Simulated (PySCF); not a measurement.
A structure optimised at PBE-D3(BJ)/def2-TZVP, used in a PySCF frequency run:

```xyz
7

Te     0.0000     0.0000     0.0000
H      0.0000     1.7542     0.0000
H      0.0000    -1.7542     0.0000
H     -1.7542     0.0000     0.0000
H      1.7542     0.0000     0.0000
H      0.0000     0.0000     1.7542
H      0.0000     0.0000    -1.7542
```
Charge 0, spin multiplicity 1.

### Question
Write its SMILES, formula and point group.

### Answer
[TeH6], H6Te, Oh

### Question
What are its rotational constants (standard atomic weights)?

### Answer
40.733, 40.733, 40.733 GHz
